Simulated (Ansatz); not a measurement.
Nb(S)(F)(NH2)2 (FH4N2NbS), SMILES [NH2][Nb]([NH2])([F])=[S], multiplicity 1.

Geometry: r2SCAN-D4/def2-SVP. The multiplicity is an assumed one; no other spin state was optimised. The structure was generated by enumeration; whether it is a known compound was not checked. The def2 effective core potentials stand for the cores of Nb; spin–orbit coupling is left out. Other conformers were not sampled.

Two levels are set side by side: PBE/def2-SVPD (Ansatz, a first-principles code) and PBE0/def2-SVPD (Ansatz). Energy differences of separate SCF runs at the same geometry; the states with an electron removed or added have multiplicity 2 and 2. Differences are taken from unrounded values.

```csv
quantity,PBE0
vertical ionisation energy (eV),9.60
vertical singlet–triplet gap (eV),3.41
```

**Question.** What does PBE give, and how far is it from PBE0? (The exact figures need the calculation; the answer reports its results.)

**Answer.** 
```tsv
quantity	PBE	PBE minus PBE0
vertical ionisation energy (eV)	9.26	-0.34
vertical singlet–triplet gap (eV)	3.65	0.24
```
